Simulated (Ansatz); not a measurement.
Total energies of Ga₄As₅H₁₆⁺, a cluster cut from zinc blende GaAs (hydrogen-capped) from Ansatz at PBE-D4/def2-SVP, gas phase (1 Eh = 27.2114 eV = 2625.5 kJ/mol). The reference geometry is relaxed at r2SCAN-D4/def2-SVP.

```xyz
25

Ga   -1.318    1.945    0.833
Ga    0.861   -1.621    2.481
Ga   -1.945   -1.742   -1.661
Ga    2.045    0.318   -1.390
As   -2.659    0.434   -0.590
As   -0.453    0.530    2.666
As    0.723    2.259   -0.560
As    2.513   -0.895    0.711
As    0.306   -1.006   -2.544
H    -1.991    3.279    1.251
H    -0.092   -2.604    1.749
H     1.657   -1.776    3.802
H    -2.861   -1.954   -2.894
H    -1.616   -2.678   -0.468
H     3.276    0.729   -2.240
H    -3.894    0.159    0.232
H    -3.295    1.350   -1.607
H    -1.666    0.256    3.520
H     0.232    1.501    3.596
H     1.654    3.207    0.154
H     0.374    3.141   -1.732
H     3.669   -0.145    1.326
H     3.280   -2.116    0.267
H     0.160   -0.335   -3.888
H     1.039   -2.238   -3.015
```

```tsv
state	geometry	energy (Eh)
charge 1 singlet	reference	-18883.11151
charge 2 doublet	reference	-18882.67772
charge 0 doublet	reference	-18883.23862
```

Task: Work out the vertical ionisation energy to the doublet.

Result: E(charge 2 doublet) − E(charge 1 singlet) = -18882.67772 − (-18883.11151) = 0.43379 Eh = 11.80 eV. For comparison, −ε of the highest occupied level is 9.95 eV at this level, 1.85 eV less.

Task: Work out the vertical electron affinity, to the doublet.

Result: E(charge 1 singlet) − E(charge 0 doublet) = -18883.11151 − (-18883.23862) = 0.12711 Eh = 3.46 eV.

Task: Give the fundamental gap IE − EA, the Mulliken electronegativity (IE + EA)/2 and the hardness (IE − EA)/2.

Result: From the values in Eh: IE − EA = 0.43379 − 0.12711 = 0.30668 Eh = 8.35 eV; (IE + EA)/2 = 7.63 eV; (IE − EA)/2 = 4.17 eV. The HOMO–LUMO gap of the same run is 4.79 eV, 3.56 eV smaller than the fundamental gap.

At PBE-D4/def2-SVP the gap within one spin of the charge 2 doublet nearly closes, so an electron or hole may be smeared out by delocalisation error. At PBE-D4/def2-SVP the gap within one spin of the charge 0 doublet nearly closes, so an electron or hole may be smeared out by delocalisation error.
